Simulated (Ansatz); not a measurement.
Level of theory: Ansatz (a first-principles code) with frozen-core CCSD(T)/cc-pVTZ // r2SCAN-D4/def2-TZVP.

Ansatz 0.2 input:
```yaml
crystal:
  periodic: [false, false, false]
  atoms:
    - { symbol: S, position_ang: [-1.386732, -0.846554, 0.024128] }
    - { symbol: B, position_ang: [-0.272031, 0.559446, 0.040793] }
    - { symbol: S, position_ang: [1.520248, 0.571966, -0.044335] }
    - { symbol: Br, position_ang: [-1.113244, 2.289433, 0.167055] }
    - { symbol: H, position_ang: [-0.459519, -1.816788, -0.068267] }
    - { symbol: H, position_ang: [1.711279, -0.757504, -0.119374] }
basis:
  gaussian: { orbitals: cc-pVTZ }
correlation:
  method: ccsd_t
```

Output:

```
Functional definition: HF
1011 factors; integrals over basis functions are off by at most 1.2e-3 eV
mean field evaluation 1: about -92340.3753 eV, gradient 1.8e1 eV
mean field evaluation 2: about -92340.5785 eV, gradient 1.9e1 eV
mean field evaluation 4: about -92342.1234 eV, gradient 3.1e0 eV
mean field evaluation 8: about -92342.1736 eV, gradient 2.1e-1 eV
mean field evaluation 16: about -92341.6616 eV, gradient 8.2e0 eV
mean field -92342.17390731 eV, -3393.5122993201 hartree, gradient 8.4e-6 eV, S^2 0.000000; 0 other end points of the search recorded, 0 dependent functions left out
20 core orbitals not correlated
reference -92342.17390731 eV, -3393.5122993201 hartree; 17, 17 occupied and 132, 132 virtual orbitals, 1011 factors
second order -18.45793416 eV of doubles, -0.00000000 eV of singles
cycle   1  -19.05560929 eV  change   -6.0e-1 eV  update   1.0e-1
cycle   2  -19.52443868 eV  change   -4.7e-1 eV  update   2.8e-2
cycle   3  -19.61862869 eV  change   -9.4e-2 eV  update   1.5e-2
cycle   4  -19.60736149 eV  change    1.1e-2 eV  update   4.2e-3
cycle   5  -19.60625676 eV  change    1.1e-3 eV  update   1.7e-3
cycle   6  -19.60591878 eV  change    3.4e-4 eV  update   4.9e-4
cycle   7  -19.60580419 eV  change    1.1e-4 eV  update   1.4e-4
cycle   8  -19.60585615 eV  change   -5.2e-5 eV  update   5.7e-5
cycle   9  -19.60587223 eV  change   -1.6e-5 eV  update   1.9e-5
perturbative correction -0.92383737 eV, -0.0339503970 hartree
Total energy: -92362.70361690 eV, -3394.2667522321 hartree
```

Cost: roughly 110 core-seconds.
